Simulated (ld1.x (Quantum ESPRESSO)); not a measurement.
# Configuration tests for N (Z = 7) (TM)

nitrogen, norm-conserving Troullier–Martins (Kleinman–Bylander form), made with ld1.x (Quantum ESPRESSO) 7.5 (LDA (PZ), scalar-relativistic). Core [He], reference 2s2 2p3. Waves: 2p (bound): rc 2.00 bohr; 3d channel at 0.25 Ry: rc 2.10 bohr; 2s (bound): rc 0.75 bohr. Local part: the s channel. Core correction: none.

Energies are relative to the spin-unpolarised reference configuration 2s2 2p3; without spin polarisation the order of configurations can differ from experiment. Spin-polarised rows fill each open shell by Hund’s rule, majority spin first.

```tsv
valence configuration	charge	ΔE all-electron (eV)	error AE − PS (meV)
2s2 2p2	+1	13.732	+46
2s2 2p1	+2	42.702	+426
2s2 2p0	+3	89.866	+1758
2s2 2p3.3	-0.3	-1.665	+0.7
2s0 2p5	0	22.452	+32
2s1 2p4	0	11.204	+7.1
2s2 2p3 (spin-polarised)	0	-2.892	+159
2s2 2p2 (spin-polarised)	+1	12.043	+128
```

Problem. What are ΔE and the potential's error for 2s2 2p2.5?

Solution. ΔE = 5.167 eV all-electron; the error (AE − PS) is +6.4 meV.
